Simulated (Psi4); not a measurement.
Input for Psi4: SAPT0/jun-cc-pV(D+d)Z on CH4O2 (a complex), monomers drawn apart or pushed together.

```
memory 2025 MB

molecule dimer {
0 1
H     0.01501223    0.41293252   -0.44022360
H    -0.07755115   -0.19628376   -0.01959170
--
0 1
O    -0.10845970   -1.22546898    3.58236614
C     0.10037316   -0.21912080    4.19749643
O     0.29649120    0.99283553    3.65509310
H     0.16035924   -0.14955667    5.29113030
H     0.23770063    0.89891940    2.68889671
units angstrom
symmetry c1
no_reorient
no_com
}

set {
  basis jun-cc-pV(D+d)Z
  scf_type df
  freeze_core true
}

energy('sapt0')
```

The log:

```
[...]
==> Input File <==

--------------------------------------------------------------------------
memory 2025 MB

molecule dimer {
0 1
H     0.01501223    0.41293252   -0.44022360
H    -0.07755115   -0.19628376   -0.01959170
--
0 1
O    -0.10845970   -1.22546898    3.58236614
C     0.10037316   -0.21912080    4.19749643
O     0.29649120    0.99283553    3.65509310
H     0.16035924   -0.14955667    5.29113030
H     0.23770063    0.89891940    2.68889671
units angstrom
symmetry c1
no_reorient
no_com
}

set {
  basis jun-cc-pV(D+d)Z
  scf_type df
  freeze_core true
}

energy('sapt0')
--------------------------------------------------------------------------


   => Loading Basis Set <=

    Name: JUN-CC-PV(D+D)Z
    Role: ORBITAL
    Keyword: BASIS
    atoms 1-2, 6-7 entry H          line    60 file jun-cc-pv_dpd_z.gbs
    atoms 3, 5     entry O          line   256 file jun-cc-pv_dpd_z.gbs
    atoms 4        entry C          line   188 file jun-cc-pv_dpd_z.gbs

   => Loading Basis Set <=

    Name: JUN-CC-PV(D+D)Z
    Role: ORBITAL
    Keyword: BASIS
    atoms 1-2, 6-7 entry H          line    60 file jun-cc-pv_dpd_z.gbs
    atoms 3, 5     entry O          line   256 file jun-cc-pv_dpd_z.gbs
    atoms 4        entry C          line   188 file jun-cc-pv_dpd_z.gbs


  //>>>>>>>>>>>>>>>>>>>>>>>>>>>>>>>>>>>//
  //              Dimer HF             //
  //<<<<<<<<<<<<<<<<<<<<<<<<<<<<<<<<<<<//

   => Libint2 <=

    Primary   basis highest AM E, G, H:  7, 6, 3
    Auxiliary basis highest AM E, G, H:  7, 7, 4
    Onebody   basis highest AM E, G, H:  -, -, -
    Solid Harmonics ordering:            Gaussian


   => Loading Basis Set <=

    Name: JUN-CC-PV(D+D)Z
    Role: ORBITAL
    Keyword: BASIS
    atoms 1-2, 6-7 entry H          line    60 file jun-cc-pv_dpd_z.gbs
    atoms 3, 5     entry O          line   256 file jun-cc-pv_dpd_z.gbs
    atoms 4        entry C          line   188 file jun-cc-pv_dpd_z.gbs


         ---------------------------------------------------------
                                   SCF
               by Justin Turney, Rob Parrish, Andy Simmonett
                          and Daniel G. A. Smith
                              RHF Reference
                        1 Threads,   1931 MiB Core
         ---------------------------------------------------------

  ==> Geometry <==

    Molecular point group: c1
    Full point group: C1

    Geometry (in Angstrom), charge = 0, multiplicity = 1:

       Center              X                  Y                   Z               Mass
    ------------   -----------------  -----------------  -----------------  -----------------
         H            0.015012230000     0.412932520000    -0.440223600000     1.007825032230
         H           -0.077551150000    -0.196283760000    -0.019591700000     1.007825032230
         O           -0.108459700000    -1.225468980000     3.582366140000    15.994914619570
         C            0.100373160000    -0.219120800000     4.197496430000    12.000000000000
         O            0.296491200000     0.992835530000     3.655093100000    15.994914619570
         H            0.160359240000    -0.149556670000     5.291130300000     1.007825032230
         H            0.237700630000     0.898919400000     2.688896710000     1.007825032230

  Running in c1 symmetry.

  Rotational constants: A =      0.40135  B =      0.02526  C =      0.02377 [cm^-1]
  Rotational constants: A =  12032.09822  B =    757.35118  C =    712.51209 [MHz]
  Nuclear repulsion =   77.168360829290634

  Charge       = 0
  Multiplicity = 1
  Electrons    = 26
  Nalpha       = 13
  Nbeta        = 13

  ==> Algorithm <==

  SCF Algorithm Type is DF.
  DIIS enabled.
  MOM disabled.
  Fractional occupation disabled.
  Guess Type is SAD.
  Energy threshold   = 1.00e-08
  Density threshold  = 1.00e-08
  Integral threshold = 1.00e-12

  ==> Primary Basis <==

  Basis Set: JUN-CC-PV(D+D)Z
    Blend: JUN-CC-PV(D+D)Z
    Number of shells: 36
    Number of basis functions: 74
    Number of Cartesian functions: 77
    Spherical Harmonics?: true
    Max angular momentum: 2

   => Loading Basis Set <=

    Name: (JUN-CC-PV(D+D)Z AUX)
    Role: JKFIT
    Keyword: DF_BASIS_SCF
    atoms 1-2, 6-7 entry H          line    70 file jun-cc-pvdz-jkfit.gbs
    atoms 3, 5     entry O          line   258 file jun-cc-pvdz-jkfit.gbs
    atoms 4        entry C          line   146 file jun-cc-pvdz-jkfit.gbs

  ==> Integral Setup <==

  DFHelper Memory: AOs need 0.015 GiB; user supplied 1.414 GiB.
  SCF_SUBTYPE=INCORE selected. In-core MEM_DF algorithm will be used.
  Using in-core AOs.

  ==> MemDFJK: Density-Fitted J/K Matrices <==

    J tasked:                   Yes
    K tasked:                   Yes
    wK tasked:                   No
    OpenMP threads:               1
    Algorithm:                 Core
    Schwarz Cutoff:           1E-12
    Mask sparsity (%):       1.5705
    Fitting Condition:        1E-10

   => Auxiliary Basis Set <=

  Basis Set: (JUN-CC-PV(D
[...]
450    57A      2.223872
      58A      2.305838    59A      2.309052    60A      2.353151
      61A      2.427975    62A      2.633924    63A      2.691846
      64A      2.954019    65A      3.055542    66A      3.189285
      67A      3.246264    68A      3.459165    69A      3.516283
      70A      3.613156    71A      3.899910    72A      3.949270
      73A      4.117224    74A      4.712877

    Final Occupation by Irrep:
              A
    DOCC [    12 ]
    NA   [    12 ]
    NB   [    12 ]

  @DF-RHF Final Energy:  -188.79145274190688

   => Energetics <=

    Nuclear Repulsion Energy =             70.2739967070568241
    One-Electron Energy =                -397.9953506927211606
    Two-Electron Energy =                 138.9299012437574561
    Total Energy =                       -188.7914527419068804

Computation Completed


Properties will be evaluated at   0.000000,   0.000000,   0.000000 [a0]

Properties computed using the SCF density matrix


 Multipole Moments:

 ------------------------------------------------------------------------------------
     Multipole            Electronic (a.u.)      Nuclear  (a.u.)        Total (a.u.)
 ------------------------------------------------------------------------------------

 L = 1.  Multiply by 2.5417464519 to convert [e a0] to [Debye]
 Dipole X            :         -4.6105059            4.7329151            0.1224092
 Dipole Y            :          5.2293202           -4.5852875            0.6440327
 Dipole Z            :       -171.9534439          172.0873040            0.1338601
 Magnitude           :                                                    0.6690894

 ------------------------------------------------------------------------------------

  Constructing Basis Sets for SAPT...

   => Loading Basis Set <=

    Name: (JUN-CC-PV(D+D)Z AUX)
    Role: RIFIT
    Keyword: DF_BASIS_SAPT
    atoms 1-2, 6-7 entry H          line    30 file jun-cc-pvdz-ri.gbs
    atoms 3, 5     entry O          line   188 file jun-cc-pvdz-ri.gbs
    atoms 4        entry C          line   100 file jun-cc-pvdz-ri.gbs

   => Loading Basis Set <=

    Name: (JUN-CC-PV(D+D)Z AUX)
    Role: JKFIT
    Keyword: DF_BASIS_ELST
    atoms 1-2, 6-7 entry H          line    70 file jun-cc-pvdz-jkfit.gbs
    atoms 3, 5     entry O          line   258 file jun-cc-pvdz-jkfit.gbs
    atoms 4        entry C          line   146 file jun-cc-pvdz-jkfit.gbs


  //>>>>>>>>>>>>>>>>>>>>>>>>>>>>>>>>>>>//
  //               SAPT0               //
  //<<<<<<<<<<<<<<<<<<<<<<<<<<<<<<<<<<<//



        SAPT0
    Ed Hohenstein
     6 June 2009

      Orbital Information
  --------------------------
    NSO        =        74
    NMO        =        74
    NRI        =       251
    NRI (Elst) =       329
    NOCC A     =         1
    NOCC B     =        12
    FOCC A     =         0
    FOCC B     =         3
    NVIR A     =        73
    NVIR B     =        62

    Elst10,r            =    -0.000501931931 [Eh]
    Exch10              =     0.000154583591 [Eh]
    Exch10 (S^2)        =     0.000154551274 [Eh]

    Maxiter = 50
    CPHF R converge = 1.000000E-08

    Iter     Energy [mEh]          dE [mEh]         Residual      Time [s]
       1      -0.04980931       0.049809313     1.009810e-03             0
       2      -0.06212255       0.012313233     7.574647e-05             0
       3      -0.06195649      -0.000166053     4.650077e-06             0
       4      -0.06196106       0.000004570     6.650753e-07             0
       5      -0.06196068      -0.000000380     4.604608e-08             0
       6      -0.06196070       0.000000016     3.713982e-09             0

    CHF Iterations converged

    Maxiter = 50
    CPHF R converge = 1.000000E-08

    Iter     Energy [mEh]          dE [mEh]         Residual      Time [s]
       1      -0.00301023       0.003010232     2.902143e-04             0
       2      -0.00341812       0.000407883     1.548058e-04             0
       3      -0.00361888       0.000200761     3.837101e-05             0
       4      -0.00358039      -0.000038491     1.345012e-05             0
       5      -0.00358075       0.000000362     5.933588e-06             0
       6      -0.00358328       0.000002529     1.929123e-06             0
       7      -0.00358354       0.000000264     4.214512e-07             0
       8      -0.00358331      -0.000000234     1.074928e-07             0
       9      -0.00358330      -0.000000010     3.589908e-08             0
      10      -0.00358331       0.000000017     4.716599e-09             0

    CHF Iterations converged

    Ind20,r (A<-B)      =    -0.000061960698 [Eh]
    Ind20,r (B<-A)      =    -0.000003583314 [Eh]
    Ind20,r             =    -0.000065544011 [Eh]
    Exch-Ind20,r (A<-B) =     0.000013905165 [Eh]
    Exch-Ind20,r (B<-A) =     0.000001679672 [Eh]
    Exch-Ind20,r        =     0.000015584837 [Eh]
    Disp20              =    -0.000195298112 [Eh]
    Disp20 (SS)         =    -0.000097649056 [Eh]
    Disp20 (OS)         =    -0.000097649056 [Eh]
    Exch-Disp20         =     0.000006632882 [Eh]
    Exch-Disp20 (SS)    =     0.000004031378 [Eh]
    Exch-Disp20 (OS)    =     0.000002601504 [Eh]

    SAPT Results
  --------------------------------------------------------------------------------------------------------
    Electrostatics                 -0.50193193 [mEh]      -0.31496704 [kcal/mol]      -1.31782210 [kJ/mol]
      Elst10,r                     -0.50193193 [mEh]      -0.31496704 [kcal/mol]      -1.31782210 [kJ/mol]

    Exchange                        0.15458359 [mEh]       0.09700267 [kcal/mol]       0.40585916 [kJ/mol]
      Exch10                        0.15458359 [mEh]       0.09700267 [kcal/mol]       0.40585916 [kJ/mol]
      Exch10(S^2)                   0.15455127 [mEh]       0.09698239 [kcal/mol]       0.40577431 [kJ/mol]

    Induction                      -0.06333164 [mEh]      -0.03974121 [kcal/mol]      -0.16627721 [kJ/mol]
      Ind20,r                      -0.06554401 [mEh]      -0.04112949 [kcal/mol]      -0.17208578 [kJ/mol]
      Exch-Ind20,r                  0.01558484 [mEh]       0.00977963 [kcal/mol]       0.04091798 [kJ/mol]
      delta HF,r (2)               -0.01337247 [mEh]      -0.00839135 [kcal/mol]      -0.03510942 [kJ/mol]

    Dispersion                     -0.18866523 [mEh]      -0.11838922 [kcal/mol]      -0.49534049 [kJ/mol]
      Disp20                       -0.19529811 [mEh]      -0.12255142 [kcal/mol]      -0.51275512 [kJ/mol]
      Exch-Disp20                   0.00663288 [mEh]       0.00416220 [kcal/mol]       0.01741463 [kJ/mol]
      Disp20 (SS)                  -0.09764906 [mEh]      -0.06127571 [kcal/mol]      -0.25637756 [kJ/mol]
      Disp20 (OS)                  -0.09764906 [mEh]      -0.06127571 [kcal/mol]      -0.25637756 [kJ/mol]
      Exch-Disp20 (SS)              0.00403138 [mEh]       0.00252973 [kcal/mol]       0.01058438 [kJ/mol]
      Exch-Disp20 (OS)              0.00260150 [mEh]       0.00163247 [kcal/mol]       0.00683025 [kJ/mol]

  Total HF                         -0.41067999 [mEh]      -0.25770558 [kcal/mol]      -1.07824015 [kJ/mol]
  Total SAPT0                      -0.59934522 [mEh]      -0.37609480 [kcal/mol]      -1.57358065 [kJ/mol]

  Special recipe for scaled SAPT0 (see Manual):
    Electrostatics sSAPT0          -0.50193193 [mEh]      -0.31496704 [kcal/mol]      -1.31782210 [kJ/mol]
    Exchange sSAPT0                 0.15458359 [mEh]       0.09700267 [kcal/mol]       0.40585916 [kJ/mol]
    Induction sSAPT0               -0.06332187 [mEh]      -0.03973507 [kcal/mol]      -0.16625154 [kJ/mol]
    Dispersion sSAPT0              -0.18866107 [mEh]      -0.11838661 [kcal/mol]      -0.49532957 [kJ/mol]
  Total sSAPT0                     -0.59933128 [mEh]      -0.37608605 [kcal/mol]      -1.57354405 [kJ/mol]
  --------------------------------------------------------------------------------------------------------



*** Psi4 exiting successfully. Buy a developer a beer!
```

The run finished.

Cost: around 2.0 core-seconds (rough).
